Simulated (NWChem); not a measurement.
# Correlation energy of I (-1)

```xyz
1

I      0.0000     0.0000     0.0000
```
Charge -1, spin multiplicity 1.

All runs are NWChem calculations.

Basis set: def2-SVPD. Each correlation energy counts from its own Hartree-Fock reference.

Effective core potentials replace the inner electrons of I; spin-orbit coupling is left out. The correlated methods keep 4 core orbitals frozen. Coupled-cluster values serve here as a point of comparison, not as the truth.

For the correlation energy, MP2 gives -131.5 mHa and SCS-MP2 gives -122.5 mHa. What do CCSD, CCSD+T(CCSD), CCSD(T) give?

CCSD: -138.9 mHa; CCSD+T(CCSD): -142.3 mHa; CCSD(T): -142.2 mHa.
